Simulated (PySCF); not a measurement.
## Indirect couplings

Molfile (atoms numbered from 1):
```
C3HF3N3
     RDKit          3D

 10 10  0  0  0  0  0  0  0  0999 V2000
   -1.9087   -0.8003   -1.1142 F   0  0  0  0  0  0  0  0  0  0  0  0
   -1.3503   -0.2050   -0.0232 C   0  0  0  0  0  0  0  0  0  0  0  0
   -1.9353   -0.8372    1.0327 F   0  0  0  0  0  0  0  0  0  0  0  0
   -1.8905    1.0435   -0.0083 F   0  0  0  0  0  0  0  0  0  0  0  0
    0.1120   -0.1925   -0.0046 C   0  0  0  0  0  0  0  0  0  0  0  0
    0.9896    0.8925    0.0278 C   0  0  0  0  0  0  0  0  0  0  0  0
    2.2255    0.3922    0.0333 N   0  0  0  0  0  0  0  0  0  0  0  0
    2.1172   -0.9230    0.0058 N   0  0  0  0  0  0  0  0  0  0  0  0
    0.8722   -1.3116   -0.0174 N   0  0  0  0  0  0  0  0  0  0  0  0
    0.7772    1.9460    0.0456 H   0  0  0  0  0  0  0  0  0  0  0  0
  1  2  1  0
  2  3  1  0
  2  4  1  0
  2  5  1  0
  5  6  2  0
  6  7  1  0
  7  8  1  0
  8  9  2  0
  9  5  1  0
  6 10  1  0
M  CHG  1   7  -1
M  END
```

Couplings: B3LYP/pcJ-1 (spin–dipole term only in couplings to heteroatoms) in PySCF 2.14.0 with density-fitted response routines, geometry GFN2-xTB; gas phase, one conformer, non-relativistic. Couplings are averaged over pairs made equivalent by symmetry, fast rotation or ring inversion, so a value needn't be that of the named pair in this geometry, while other rotamers aren't included; one pair stands for each set, and the list holds those of at least 1.5 Hz over up to four bonds, among pairs with at least one F or H atom (others weren't computed). One-bond C–F couplings come out tens of Hz too large with common functionals.

Isotopes: $^{19}$F, $^{13}$C, $^{1}$H, $^{15}$N.

```
   pair  bonds  J (Hz)
 F1, C2      1  -326.6
C6, H10      1   185.2
 F1, F3      2    88.2
 F1, C5      2       ?
C5, H10      2    14.1
N7, H10      2   -12.2
 F1, N9      3       ?
N8, H10      3    -3.4
```

Q: Estimate the withheld couplings, with signs.

A: 
- $^{2}J$(F1,C5) = 32.2 Hz
- $^{3}J$(F1,N9) = 2.0 Hz
